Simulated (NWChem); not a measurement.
Species: C$_{2}$H$_{6}$MgO; SMILES C[O][Mg][CH3]

Computed with NWChem. All runs use the structure optimised with PBE0/def2-SVP. Gas phase, vertical. One conformer.

B3LYP/def2-SVPD, TDA puts singlet state 3 at 5.64 eV with oscillator strength 0.208.

Question: Give the wavelength, the transition dipole and the radiative lifetime of that state in vacuum.

Answer: 
1. λ = 1239.84/5.64 = 220 nm, or 45490 cm⁻¹.
2. f = (2/3) ΔE μ² in atomic units, so μ = √(1.5 f/ΔE) = 1.23 a.u. = 3.12 D.
3. τ = 1.499 s cm⁻² / (f ν²) = 3.5 ns, for a non-degenerate state that emits at the vertical energy; a higher state like this one mostly decays faster by other paths.
